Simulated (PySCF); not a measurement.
**Basis and Hamiltonian dependence of the excitation energy of Ti²⁺**

Ti²⁺ [Ar] 3d2 (3F) → Ti²⁺ [Ar] 3d1 4p1 (high-spin determinant). Calculated with PySCF 2.14 from differences of total energies of unrestricted determinants, without spin-orbit coupling. Values in eV.

```csv
basis,Hamiltonian,functions,UHF,PBE,PBE0,MP2 (valence),CCSD(T) (valence),CCSD(T) (valence and next inner shell)
ANO-RCC-VTZP,spin-free X2C,59,9.282,9.464,9.584,9.352,9.361,9.385
aug-cc-pVDZ,non-relativistic,59,9.754,10.127,10.209,9.799,9.796,n/a
aug-cc-pVDZ-DK,spin-free X2C,59,9.534,9.919,9.996,9.578,9.576,n/a
x2c-TZVPPall,spin-free X2C,64,9.183,9.338,9.457,9.246,9.257,9.241
def2-TZVPPD,non-relativistic,67,9.362,9.510,9.632,9.425,9.436,9.412
"x2c-TZVPPall with one added diffuse shell each of s, p, d, f type",spin-free X2C,80,9.181,9.336,9.456,9.245,9.255,9.238
aug-cc-pVTZ,non-relativistic,93,9.376,9.538,9.655,9.445,9.456,n/a
aug-cc-pVTZ-DK,spin-free X2C,93,9.194,9.365,9.479,9.262,n/a,n/a
x2c-QZVPPall,spin-free X2C,96,9.222,9.401,9.512,9.299,9.311,9.343
"aug-cc-pVTZ with one added diffuse shell each of s, p, d, f, g type",non-relativistic,118,9.376,9.537,9.655,9.445,n/a,n/a
"x2c-QZVPPall with one added diffuse shell each of s, p, d, f, g type",spin-free X2C,121,9.222,9.400,9.511,9.299,n/a,n/a
aug-cc-pwCVTZ,non-relativistic,127,9.384,9.528,9.648,9.465,n/a,n/a
aug-cc-pwCVTZ-DK,spin-free X2C,127,9.202,9.355,9.473,9.283,n/a,n/a
aug-cc-pVQZ-DK,spin-free X2C,140,9.206,9.361,9.478,9.285,n/a,n/a
```

Frozen in the all-electron rows: valence: [Ar]; valence and next inner shell: [Ne].

At UHF, aug-cc-pVDZ, aug-cc-pVDZ-DK lie more than 0.3 eV from the median of the rows with comparable relativity.

One determinant mixes LS terms of the configuration, so the numbers do not refer to single terms. Non-relativistic rows lack the scalar-relativistic shift.
